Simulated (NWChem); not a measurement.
System: CH₃F₃OSi; SMILES O[SiH2]C(F)(F)F

NWChem input:

```
start job
memory heap 200 mb stack 900 mb global 1100 mb
geometry units angstroms noautoz
  Si    -0.583937    -1.070843    -0.000233
  O      0.682943    -2.118797    -0.206655
  C      0.023644     0.757045    -0.022158
  F      0.616544     1.111964    -1.185905
  F      0.926890     0.992240     0.970082
  F     -1.013602     1.611346     0.175329
  H     -1.492084    -1.260119    -1.148844
  H     -1.277612    -1.232387     1.303536
  H      1.351814    -2.156450     0.491335
end
basis spherical
  * library def2-tzvp
end
dft
  xc xpbe96 cpbe96
  iterations 150
  semidirect filesize 400000000
  mulliken
end
task dft energy
```

All runs use the structure optimised with B3LYP/6-31G* (spherical d).

### Question
What results follow from this input? (PBE/def2-TZVP.) Quantities: energy (Ha); highest occupied level (eV); orbital gap (eV); dipole (D).

### Answer
| Item | Result |
|---|---|
| energy (Ha) | -703.84 |
| highest occupied level (eV) | -7.58 |
| orbital gap (eV) | 6.33 |
| dipole (D) | 1.93 |
